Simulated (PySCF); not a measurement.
## Polarisability and C₆ of Ti²⁺ (titanium, charge +2)

[Ar] 3d2, high-spin 3F determinant. All numbers are calculated (PySCF 2.14, no relativity, point nucleus, in aug-cc-pVDZ). Coupled (time-dependent) response in atomic units; α is the mean over directions. A double-zeta set is small for polarisabilities.

```csv
method,mean α (bohr³),C₆ (like pair),S(−4)
BHandHLYP,4.210,12.10,13.25
```

S(−4) is the Cauchy moment in α(ω) = α(0) + S(−4) ω² + …

α(iu) at BHandHLYP:

| u (hartree) | α(iu) (bohr³) |
| --- | --- |
| 0 | 4.210 |
| 0.0500 | 4.178 |
| 0.100 | 4.086 |
| 0.200 | 3.794 |
| 0.300 | 3.463 |
| 0.500 | 2.895 |
| 0.750 | 2.376 |
| 1.00 | 1.981 |
| 1.50 | 1.402 |
| 2.00 | 1.014 |
| 3.00 | 0.5738 |
| 5.00 | 0.2438 |

A single London oscillator, α(iu) = α/(1 + u²/ω²), gives C₆ = (3/4) ω α². Matching the computed C₆ needs ω = 4 × 12.10 / (3 × 4.210²) = 0.910 hartree.

For an ion, C₆ is the dispersion term alone; charge-induced terms of lower order in 1/R come first.
